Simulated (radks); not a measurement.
Computed order of ionisation of cadmium. At each step one electron was removed from each of the four highest sub-shells of the ion before, moves of one valence electron (up to charge 6) and the configuration listed by NIST were tried, and the lowest configuration was kept. Calculated with a radial shooting solver on a logarithmic mesh with Libxc functionals: Dirac Kohn-Sham, BLYP, spin-unpolarised, spherical densities, finite nucleus; Fermi nuclear charge, rms radius of each element as measured or else 0.836 A^(1/3) + 0.57 fm. Sub-shells are occupied by j as written (lower j first in brackets).

species        lowest configuration found  NIST configuration  margin to the next tried (eV)  IE (eV)  NIST IE (eV)    kind
Cd                          [Kr] 4d10 5s2                same                          4.522    9.319         8.994    exp.
Cd+                         [Kr] 4d10 5s1                same                          5.533   17.297        16.908    exp.
Cd2+                            [Kr] 4d10                same                          9.744   37.586         37.47    exp.
Cd3+              [Kr] 4d(3/2: 4, 5/2: 5)                same                          0.774   53.558            51  theory
Cd4+              [Kr] 4d(3/2: 4, 5/2: 4)                same                          0.832   70.760            68  theory
Cd5+              [Kr] 4d(3/2: 4, 5/2: 3)                same                          0.891   89.046            87  theory
Cd6+              [Kr] 4d(3/2: 4, 5/2: 2)                same                          0.952   108.31           105  theory
Cd7+              [Kr] 4d(3/2: 4, 5/2: 1)                same                          1.014   128.48           130  theory
Cd8+              [Kr] 4d(3/2: 4, 5/2: 0)                same                          1.078   150.64           150  theory
Cd9+              [Kr] 4d(3/2: 3, 5/2: 0)                same                         59.861   172.59           173  theory
Cd10+             [Kr] 4d(3/2: 2, 5/2: 0)                same                         60.729   195.30           195  theory
Cd11+             [Kr] 4d(3/2: 1, 5/2: 0)                same                         61.556   218.75           218  theory
Cd12+                                [Kr]                same                         62.335   305.96           305  theory
Cd13+    [Ar] 3d10 4s2 4p(1/2: 2, 3/2: 3)                same                          7.851   332.19           329  theory

Reference values: NIST Atomic Spectra Database (exp. = measured, semi-emp. = semi-empirical, theory = theoretical value adopted there). Spin polarisation and multiplet splitting are left out, so open shells lie too high by an amount that depends on their filling.

Beside tabulated values, note that spin-unpolarised runs miss the spin-polarisation part of the exchange energy of open shells.
